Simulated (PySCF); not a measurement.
Point-charge models of `COC(=O)C(=O)OC(C)C` against its computed dipole.

Coordinates (GFN2-xTB, Å) and charges (e) from the PBE0/pcSseg-1 density (PySCF):

| atom | x | y | z | Mulliken | IAO | Hirshfeld | ESP-fitted |
| --- | --- | --- | --- | --- | --- | --- | --- |
| C1 | 4.123 | -0.111 | -0.239 | -0.0308 | -0.2162 | -0.0285 | -0.2021 |
| O2 | 2.801 | -0.630 | -0.124 | -0.4421 | -0.3133 | -0.0932 | -0.3585 |
| C3 | 1.822 | 0.160 | -0.536 | +0.4639 | +0.4797 | +0.2002 | +0.7418 |
| O4 | 1.958 | 1.269 | -0.975 | -0.3867 | -0.4374 | -0.2500 | -0.5253 |
| C5 | 0.461 | -0.553 | -0.405 | +0.4998 | +0.4800 | +0.2025 | +0.4998 |
| O6 | 0.280 | -1.695 | -0.736 | -0.3914 | -0.4424 | -0.2457 | -0.5028 |
| O7 | -0.437 | 0.271 | 0.091 | -0.4441 | -0.3219 | -0.0830 | -0.4976 |
| C8 | -1.791 | -0.215 | 0.231 | -0.0864 | +0.0941 | +0.0600 | +0.7045 |
| C9 | -2.503 | -0.130 | -1.114 | -0.2380 | -0.4330 | -0.1235 | -0.6674 |
| C10 | -2.456 | 0.644 | 1.296 | -0.2053 | -0.4247 | -0.1205 | -0.6672 |
| H11 | 4.192 | 0.860 | 0.253 | +0.1253 | +0.1564 | +0.0504 | +0.1325 |
| H12 | 4.388 | 0.006 | -1.291 | +0.1245 | +0.1566 | +0.0539 | +0.1333 |
| H13 | 4.775 | -0.835 | 0.241 | +0.1351 | +0.1689 | +0.0608 | +0.1540 |
| H14 | -1.736 | -1.263 | 0.553 | +0.1339 | +0.1463 | +0.0389 | 0.0000 |
| H15 | -2.497 | 0.897 | -1.471 | +0.1209 | +0.1479 | +0.0438 | +0.1831 |
| H16 | -3.530 | -0.466 | -1.007 | +0.1196 | +0.1496 | +0.0508 | +0.1578 |
| H17 | -2.002 | -0.761 | -1.843 | +0.1373 | +0.1579 | +0.0416 | +0.1919 |
| H18 | -3.473 | 0.302 | 1.462 | +0.1187 | +0.1496 | +0.0509 | +0.1643 |
| H19 | -1.905 | 0.582 | 2.231 | +0.1248 | +0.1520 | +0.0449 | +0.1681 |
| H20 | -2.475 | 1.681 | 0.972 | +0.1212 | +0.1499 | +0.0455 | +0.1897 |

Form Σ q r in debye for every column and set it beside the full dipole.

The full density gives (-0.22, 0.19, 1.38) D, 1.41 D in size; dipole vectors point from the negative to the positive end.

| scheme | μx | μy | μz | size (D) | share of the full size (%) | angle to the full dipole (°) |
| --- | --- | --- | --- | --- | --- | --- |
| Mulliken | -0.83 | 0.65 | 1.01 | 1.46 | 103 | 34 |
| IAO | -0.26 | 0.19 | 1.53 | 1.56 | 111 | 1 |
| Hirshfeld | -0.10 | 0.14 | 1.19 | 1.20 | 85 | 4 |
| ESP-fitted | -0.21 | 0.21 | 1.38 | 1.41 | 100 | 1 |

Which set comes closest?

Length of the difference vector: ESP-fitted 0.02 D, IAO 0.15 D, Hirshfeld 0.23 D, Mulliken 0.85 D. Closest: ESP-fitted. ESP charges are fitted to the potential around the molecule, whose slowest-falling term is the dipole's. 

What is left for the Hirshfeld atoms' own dipoles?

The shares of the density sum to the whole, so what Σ q r misses lies in dipoles about the nuclei. The atomic dipoles sum to (-0.22, 0.19, 1.38) − (-0.10, 0.14, 1.19) = (-0.12, 0.05, 0.19) D, 0.23 D in size.

With the origin at the mean of the coordinates, (0.000, 0.001, -0.121) Å, which are the largest single terms, by size, of the ESP-fitted dipole along the direction of the full one?

C10 -5.95, O4 +2.45, C3 -2.39, H19 +2.16, O6 +2.11 D; all 20 atoms together +1.41 D. The single terms depend on the origin, their sum doesn't.

Give the size of the full dipole in other units.

1.41 D = 0.556 au = 0.294 e·Å = 4.71 × 10⁻³⁰ C·m.

Isolated species at its GFN2-xTB geometry (one conformer only).

Conformer computed: `[CH3:1][O:2][C:3](=[O:4])[C:5](=[O:6])[O:7][CH:8]([CH3:9])[CH3:10]`: C1–O2–C3–O4 -1°, O2–C3–C5–O6 -44°, C3–C5–O7–C8 178°, C5–O7–C8–C9 -81°.
